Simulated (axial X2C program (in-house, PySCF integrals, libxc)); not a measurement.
## Which molecule has these constants?

All values come from calculations with an in-house all-electron X2C program for linear molecules (integrals from PySCF), spin-free (one-electron X2C) or two-component (2c: spin–orbit coupling with atomic mean-field Coulomb and Gaunt terms, which also bring small scalar terms), in Dyall basis sets with cores contracted in-house; open shells are unrestricted.

A two-component PBE0 calculation in a Dyall 3-zeta basis gave Re = 1.915 Å, ωe = 658.0 cm⁻¹, De = 3.58 eV, dipole magnitude 1.03 D, Ω = 0.

Question: Which molecule is it?
A. PbB
B. AuB
C. BaB
D. BiB
E. ReB

Answer: B. The others have ReB 1.829 Å and 869.5 cm⁻¹ (Ω = 2); PbB 2.229 Å and 481.9 cm⁻¹ (Ω = 3/2); BiB 2.162 Å and 555.5 cm⁻¹ (Ω = 2); BaB 2.504 Å and 424.6 cm⁻¹ (Ω = 3/2).

Each entry is the lowest single determinant of a limited PBE0 search at one distance. De goes to single-determinant-based atoms at the same level (for ions the charge split of lowest energy) and is withheld (n/a) where an atom does not fit its ground term or J level. Main or longest-lived isotopes. One determinant is a doubtful description, or other states lie close, for ReB, PbB, BiB, BaB; these need not be ground states, and all values refer to the states named. Some open-shell Ω = 0 determinants are out of reach, so the Ω given for ReB, BiB need not be the lowest component. With several unpaired electrons the Ω given is that of one determinant, not necessarily of the lowest component. Some light 2c atoms are not at their ground J level, so De misses part of their lowering (0.04 eV or less). The functionals have no current term, which raises determinants with orbital currents.
